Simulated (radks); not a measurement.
All-electron atom: V3.5+ in [Ar] 3d(up 1.5, down 0) (fractional occupations, a model configuration).

All-electron calculation, non-relativistic Kohn-Sham, LDA (Slater exchange, Perdew-Wang correlation), spin-polarised, spherical densities, point nucleus. Program: a radial shooting solver on a logarithmic mesh with Libxc functionals.

Energy parts (eV):
total: -25552.270
kinetic: 25519.525
electron-nucleus: -59769.081
Hartree: 9831.390
exchange-correlation: -1134.105

Orbitals (lengths in bohr, moments of r in powers of bohr; <r^-3> diverges for s and p1/2; r(max) is where P^2 peaks):
orbital  occ.  eigenvalue (eV)  <1/r>  <r^-3>   r(max)
1s down     1        -5357.137  22.48       -  0.04419
1s up       1        -5357.137  22.48       -  0.04419
2s up       1        -639.6501  4.721       -   0.2588
2s down     1        -638.9032  4.725       -   0.2587
2p up       3        -547.5121  4.670   301.1   0.2091
2p down     3        -546.9365  4.673   301.6   0.2090
3s up       1        -112.5672  1.502       -   0.8196
3s down     1        -110.8366  1.499       -   0.8201
3p up       3         -87.1671  1.394   38.47   0.8350
3p down     3         -85.4737  1.390   38.19   0.8358
3d up     1.5         -47.0003  1.139   3.555   0.8256
3d down     0         -45.3742  1.131   3.509   0.8296

The highest occupied level is 3d up at -47.000 eV. Spin moment in Bohr magnetons: 1.5. The electron density at the nucleus is 8140 e/bohr^3.
